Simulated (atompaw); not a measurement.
Building the PAW (atompaw) potential for I (PBE, scalar-relativistic).

```
Element                 : I
Generator               : atompaw 4.2.0.5
Type                    : PAW
Functional              : PBE
Relativity              : scalar-relativistic
Frozen core             : [Ar] 3d10
Valence charge          : 25
Reference configuration : 4s2 4p6 4d10 5s2 5p5
Partial waves           : 4s (bound): rc 1.35 bohr; 5s (bound): rc 1.55 bohr; 4p (bound): rc 1.05 bohr; 5p (bound): rc 1.55 bohr; 4d (bound): rc 1.55 bohr; 4d channel at 1.2 Ry: rc 1.55 bohr
Local potential         : ultrasoft scheme with l = 3 at 0 Ry, radius 1.25 bohr
Core correction         : smooth core density matched at 0.90 bohr
Augmentation charge     : sinc compensation charge, radius 1.40 bohr; PAW radius 1.55 bohr; waves and projectors: modrrkj vanderbiltortho
```

Q: Estimate the cutoffs (Ry, on a coarse ladder) from which the occupation-weighted sum of valence levels, in a spherical-Bessel basis at the reference potential, stays within 10 and 1 mRy of its value at 400 Ry.

A: 90 Ry and 140 Ry.

Q: What does a ghost test show?

A: No extra level below or beside the all-electron valence levels (s, p, d, f tested).

Q: Is the overlap operator S = 1 + Σ q|β⟩⟨β| positive definite (Bessel basis up to 400 Ry)?

A: Yes: its lowest eigenvalue is 0.63 (p channel).

Q: Which valence shell sets the plane-wave cutoff?

A: 4p: its level needs 100 Ry to come within 1 mRy, against 60 Ry for 4d.
